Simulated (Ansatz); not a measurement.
Job for Ansatz (an electronic-structure program): R-CCSD(T)/cc-pV(Q+d)Z on H2S2Si (SMILES S[Si]S), a point of a torsion scan. Files ending in .json are basis or fitting sets from the Basis Set Exchange.

Ansatz 0.2 input:
```yaml
crystal:
  periodic: [false, false, false]
  atoms:
    - {symbol: S, position_ang: [1.60880315, -0.38813515, -0.28814381]}
    - {symbol: Si, position_ang: [-0.53612281, -0.83201295, -0.31045724]}
    - {symbol: S, position_ang: [-1.20135879, 0.11262942, -2.16214812]}
    - {symbol: H, position_ang: [1.60233192, 0.76576604, -0.94686807]}
    - {symbol: H, position_ang: [-0.03590992, 0.43522922, -2.71357909]}
basis:
  gaussian:
    orbitals: cc-pV_Q+d_Z.json
magnetization: {spin_polarized: false}
correlation: {method: ccsd_t, electrons: outside_noble_gas}
scf: {lower_state_search: off}
```

The log:

```
WARN ansatz: RAYON_NUM_THREADS=1 ignored (pool sized by the plan → 1); use --threads N
Functional definition: HF
these checks for a lower state are left out or cut short: stability, starts, cluster_reference, orbital_swaps, neighbouring_geometries, increment
integrals: 1.63 GiB planned
1536 factors; integrals over basis functions are off by at most 5.5e-4 eV
mean field: 0.87 GiB planned
mean field evaluation 1: about -29529.4941 eV, gradient 1.7e1 eV
mean field evaluation 2: about -29529.6671 eV, gradient 1.7e1 eV
mean field evaluation 4: about -29531.0190 eV, gradient 2.6e0 eV
mean field evaluation 8: about -29531.0767 eV, gradient 2.5e-1 eV
mean field -29531.07732344 eV, -1085.2470747532 hartree, gradient 2.5e-6 eV, S^2 0.000000; 0 other end points of the search recorded, 0 dependent functions left out
15 core orbitals not correlated
reference -29531.07732344 eV, -1085.2470747532 hartree; 9, 9 occupied and 228, 228 virtual orbitals, 1536 factors
second order -13.43859055 eV of doubles, -0.00000000 eV of singles
coupled cluster: 2.06 GiB planned
cycle   1  -14.06967532 eV  change   -6.3e-1 eV  update   9.5e-2
cycle   2  -14.45220896 eV  change   -3.8e-1 eV  update   3.1e-2
cycle   3  -14.53599727 eV  change   -8.4e-2 eV  update   1.7e-2
cycle   4  -14.52684673 eV  change    9.2e-3 eV  update   4.8e-3
cycle   5  -14.52454421 eV  change    2.3e-3 eV  update   2.2e-3
cycle   6  -14.52453527 eV  change    8.9e-6 eV  update   7.8e-4
cycle   7  -14.52438407 eV  change    1.5e-4 eV  update   2.9e-4
cycle   8  -14.52448721 eV  change   -1.0e-4 eV  update   1.1e-4
cycle   9  -14.52449694 eV  change   -9.7e-6 eV  update   4.1e-5
cycle  10  -14.52447057 eV  change    2.6e-5 eV  update   1.6e-5
cycle  11  -14.52447891 eV  change   -8.3e-6 eV  update   7.7e-6
perturbative correction -0.80279067 eV, -0.0295020129 hartree
Total energy: -29546.40459301 eV, -1085.8103415209 hartree
Checks for a lower state left out: stability, starts, cluster_reference, orbital_swaps, neighbouring_geometries, increment
```

The calculation finished and met its thresholds.

Cost: around 9 core-minutes (rough).
